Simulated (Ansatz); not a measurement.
Basis-set series for C3H10Ge, SMILES `C[CH2][GeH2][CH3]`. Charge 0, multiplicity 1. All single points use the PBE0-D4/def2-TZVP geometry. It is one conformer, not always the lowest.

| functional | basis | functions | energy (Eh) | HOMO (eV) | LUMO (eV) |
| --- | --- | --- | --- | --- | --- |
| PBE0-D4 | def2-SVP | 124 | -2196.58843 | -8.00 | 1.51 |
| PBE0-D4 | def2-TZVPP | 281 | -2196.98183 | -8.00 | 1.00 |
| ωB97M-V | def2-SVP | 124 | -2196.78198 | -10.18 | 3.15 |
| ωB97M-V | def2-TZVPP | 281 | -2197.18478 | -10.20 | 2.44 |

Question: Give the rows for def2-QZVPP. (An estimate is asked.)

Answer: Ansatz gave: 
| functional | basis | functions | energy (Eh) | HOMO (eV) | LUMO (eV) |
| --- | --- | --- | --- | --- | --- |
| PBE0-D4 | def2-QZVPP | 560 | -2197.03366 | -8.01 | 0.59 |
| ωB97M-V | def2-QZVPP | 560 | -2197.23564 | -10.20 | 1.75 |

Positive LUMOs are unbound and depend on the basis. Scalar relativity is left out up to krypton.
